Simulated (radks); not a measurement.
Results of a calculation; reference values are marked as such.
How relativity changes the ionisation of the sulfur ion S5+ ([Ne] 3s1) to S6+ ([Ne]). Spin-unpolarised spherical Kohn-Sham, PBE, point nucleus unless stated (finite: rms radius 3.2611 fm), a radial shooting solver on a logarithmic mesh with Libxc functionals. A level marked "c x" has the speed of light scaled by that factor.

level                        E(S5+) (hartree)  E(S6+) (hartree)  IE (eV)   HOMO  <r> HOMO (bohr)
non-rel.                           -391.00707        -387.77794   87.869     3s            1.417
scalar-rel.                        -392.13215        -388.89390   88.117     3s            1.413
scalar-rel., finite nucleus        -392.13177        -388.89353   88.117     3s            1.413
Dirac                              -392.13308        -388.89484   88.117  3s1/2            1.413
Dirac, finite nucleus              -392.13270        -388.89446   88.117  3s1/2            1.413
Dirac, c x 0.75                    -393.01944        -389.77402   88.312  3s1/2            1.410
Dirac, c x 10                      -391.01826        -387.78904   87.872  3s1/2            1.417
Dirac, c x 100                     -391.00718        -387.77805   87.869  3s1/2            1.417

NIST Atomic Spectra Database: 88.053 eV (measured). The relativistic part of the total energy of S5+ is -1.126 hartree (Dirac, finite nucleus), 0.29 % of the non-relativistic value. Spin polarisation and multiplet splitting of open shells are left out at every level.

Beside tabulated values, note that spin-unpolarised runs miss the spin-polarisation part of the exchange energy of open shells.
